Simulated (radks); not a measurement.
Results of a calculation; reference values are marked as such.
Problem. Se+, configuration [Ar] 3d10 4s1 4p3 5p1 (not the ground configuration). Level of theory: Dirac Kohn-Sham, LDA (Slater exchange, VWN5 correlation), spin-unpolarised, spherical densities, point nucleus; open shells fill j = l - 1/2 first (a radial shooting solver on a logarithmic mesh with Libxc functionals).

Spin-orbit splittings of the eigenvalues, e(l+1/2) - e(l-1/2), with zeta = 2 splitting/(2l+1) and mean radii in bohr:

shell  occ.  splitting (eV)  zeta (eV)  <r> j=l-1/2  <r> j=l+1/2
2p        6           41.68      27.79       0.1686       0.1724
3p        6           5.890      3.927       0.5827       0.5934
3d       10          0.9006     0.3602       0.6257       0.6299
4p        3          0.5321     0.3548        1.965        1.997
5p        1               ?          ?        5.444        5.504

Estimate the 5p splitting.

Solution. 0.07572 eV (zeta = 0.05048 eV).
